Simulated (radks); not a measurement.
Results of a calculation; reference values are marked as such.
Spherical quantum dot in the effective-mass picture: electrons in a parabolic well V = omega^2 r^2 / 2 with omega = 0.0628, with a point charge +1 (a donor) at the centre, all in effective atomic units (hartree* = m*/eps^2 hartree, bohr* = eps/m* bohr), one dielectric constant everywhere. Level of theory: non-relativistic Kohn-Sham, LDA (Slater exchange, Perdew-Wang correlation), spin-polarised, spherical densities (a radial shooting solver with Libxc functionals). Levels are named by radial order and angular momentum (1s, 1p, 1d, 2s, ...), and open shells are averaged over m. Results are scaled to m* = 0.201 and eps = 12.9, for which hartree* = 32.87 meV and bohr* = 3.396 nm.

N = 17, configuration 1s2 1p6 1d(up 5, down 2) 2s2. This is the lowest configuration that the search found (a dilute case). Occupied levels:

| level | occupation | eigenvalue (meV) | <r> (nm) |
|---|---|---|---|
| 1s up | 1 | 45.691 | 13.30 |
| 1s down | 1 | 45.707 | 11.56 |
| 2s up | 1 | 46.418 | 35.60 |
| 1p up | 3 | 46.543 | 40.55 |
| 2s down | 1 | 46.573 | 37.15 |
| 1p down | 3 | 46.722 | 40.51 |
| 1d up | 5 | 47.064 | 42.86 |
| 1d down | 2 | 47.246 | 42.98 |

Energy (meV): total 424.944, kinetic 32.359, external 65.631, Hartree 387.12, exchange-correlation -60.163.

Electron density:

| r (nm) | n(r) (e/nm^3) |
|---|---|
| 3.63 | 0.001162 |
| 7.67 | 0.0001956 |
| 11.7 | 0.00004729 |
| 15.8 | 0.00001765 |
| 19.8 | 0.00001331 |
| 23.8 | 0.00001656 |
| 27.9 | 0.00002243 |
| 31.9 | 0.00002817 |
| 36.0 | 0.00003154 |
| 40.0 | 0.00003091 |
| 44.0 | 0.00002597 |
| 48.1 | 0.00001825 |
| 52.1 | 0.00001047 |
| 56.2 | 4.823e-06 |
| 60.2 | 1.766e-06 |
| 64.3 | 5.148e-07 |
| 68.3 | 1.199e-07 |
| 72.3 | 2.249e-08 |
| 76.4 | 3.401e-09 |
| 80.4 | 4.168e-10 |
